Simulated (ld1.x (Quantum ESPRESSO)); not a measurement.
**K (Z = 19): one change to a TM semilocal potential, before and after**

```json
{
  "Element": "potassium",
  "Generator": "ld1.x (Quantum ESPRESSO) 7.5",
  "Type": "norm-conserving Troullier–Martins (semilocal form)",
  "Functional": "PBE",
  "Relativity": "scalar-relativistic",
  "Frozen core": "[Ne] 3s2",
  "Valence charge": "7",
  "Reference configuration": "3p6 3d1 4s0 4p0",
  "Partial waves": "3p (bound): rc 1.60 bohr; 3d (bound): rc 4.20 bohr; 4s (bound, empty): rc 2.80 bohr",
  "Local potential": "the s channel",
  "Core correction": "none"
}
```

All-electron outer shells of the reference configuration (PBE, scalar-relativistic, ld1.x):

```
shell  level (eV)  outermost node (bohr)  outermost maximum (bohr)
   2p     -281.65                      –                      0.26
   3s      -36.82                   0.48                      1.08
   3p      -20.30                   0.45                      1.15
   4s       -3.10                   1.58                      3.83
   4p       -1.49                   1.86                      6.01
   3d       -0.63                      –                      7.71
```

Change: core correction a·sin(br)/r model core inside 1.68 bohr.

Cutoffs: the cutoffs (Ry, on a coarse ladder) from which the occupation-weighted sum of valence levels, in a spherical-Bessel basis at the reference potential, stays within 10 and 1 mRy of its value at 400 Ry; they do not see the model core or the augmentation charge, which bear on the density cutoff. Errors are all-electron minus pseudo energies relative to the spin-unpolarised reference configuration.

Question: Predict the effect on cutoff, ghosts and configuration errors.

Answer: The potential gets neither clearly harder nor softer (25 Ry and 45 Ry → 25 Ry and 45 Ry); of the 6 tests that both files solve, the error grows in 0 and shrinks in 6 by more than 15 % and 0.3 meV (median size 5.7 → 4.0 meV); neither file shows a bound ghost. Exchange and correlation are not linear in the density, so unscreening with the valence charge alone errs where core and valence overlap; a model core restores that term. A semilocal file is local in each channel, so a ghost entry of none says nothing of the separable form that plane-wave codes build from it. A model core, the more so a compact one, raises the density cutoff, which this test does not measure.

```csv
quantity,base,changed
"cutoff, loose",25 Ry,25 Ry
"cutoff, tight",45 Ry,45 Ry
bound ghosts,none,none
"error for 3p6 3d0 4s1 4p0, meV [ΔE -2.46 eV]",+3.9,-1.0
"error for 3p6 3d0 4s0 4p0, meV [ΔE 1.86 eV]",+9.6,+7.4
"error for 3p6 3d0 4s0.5 4p0, meV [ΔE -0.82 eV]",+2.8,+1.9
"error for 3p5 3d0 4s1 4p0, meV [ΔE 22.47 eV]",+32,-17
"error for 3p6 3d0 4s0 4p1, meV [ΔE -0.90 eV]",+7.4,+6.0
"error for 3p6 3d0.5 4s0.5 4p0, meV [ΔE -1.24 eV]",+1.3,+0.2
s: phases at 4.54 bohr within 0.05 rad from the reference energy up to (Ry; the scan ends near 5),0.6,0.6
p: phases at 4.54 bohr within 0.05 rad from the reference energy up to (Ry; the scan ends near 5),n/a,n/a
d: phases at 4.54 bohr within 0.05 rad from the reference energy up to (Ry; the scan ends near 5),0.2,0.2
```
